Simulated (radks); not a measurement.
Spherical quantum dot in the effective-mass picture: electrons in a parabolic well V = omega^2 r^2 / 2 with omega = 0.631, with a point charge +1 (a donor) at the centre, all in effective atomic units (hartree* = m*/eps^2 hartree, bohr* = eps/m* bohr), one dielectric constant everywhere. Method: non-relativistic Kohn-Sham, LDA (Slater exchange, Perdew-Wang correlation), spin-polarised, spherical densities; computed with a radial shooting solver with Libxc functionals. Levels are named by radial order and angular momentum (1s, 1p, 1d, 2s, ...), and open shells are averaged over m.

N = 3, configuration 1s2 1p(up 1, down 0). This is the lowest configuration that the search found. Occupied and some empty levels:

level,occupation,eigenvalue (hartree*),<r> (bohr*)
1s up,1,1.3878,1.238
1s down,1,1.4306,1.222
1p up,1,2.1577,1.920
1p down,0,2.2157,1.924
2s up,0,2.5777,2.067
2s down,0,2.6175,2.087
1d up,0,2.7701,2.321
1d down,0,2.8244,2.337
1f up,0,3.3756,2.644
1f down,0,3.4216,2.664

Energy (hartree*): total 2.50987, kinetic 2.0858, external -1.2994, Hartree 2.7974, exchange-correlation -1.0740.
